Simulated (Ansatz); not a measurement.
Species: difluorosilane, sum formula SiH2F2, charge 0, multiplicity 1. 
Coordinates optimised at B3LYP-D3(BJ)/def2-TZVP (Ansatz, a program for electronic structure):
SMILES: F[SiH2]F
```xyz
5

Si     0.2322    -0.1423     0.3567
F     -0.9008    -0.9574    -0.4083
F      0.3968     1.2663    -0.3659
H      1.4982    -0.8787     0.2366
H     -0.2130     0.0912     1.7376
```

Dipole moments at this geometry, in debye (magnitudes).

```
level                    program  dipole (D)
-----------------------  -------  ----------
SVWN5/def2-TZVPD          Ansatz        1.50
BLYP/def2-TZVPD           Ansatz        1.45
B3LYP/def2-TZVPD          Ansatz        1.55
CAM-B3LYP/def2-TZVPD      Ansatz        1.60
wB97M-V/def2-TZVPD        Ansatz           ?
CCSD(T)/aug-cc-pV(D+d)Z   Ansatz           ?
```

Task: Fill in the missing entries.

Result: 
- wB97M-V/def2-TZVPD, dipole (D): 1.52
- CCSD(T)/aug-cc-pV(D+d)Z, dipole (D): 1.57
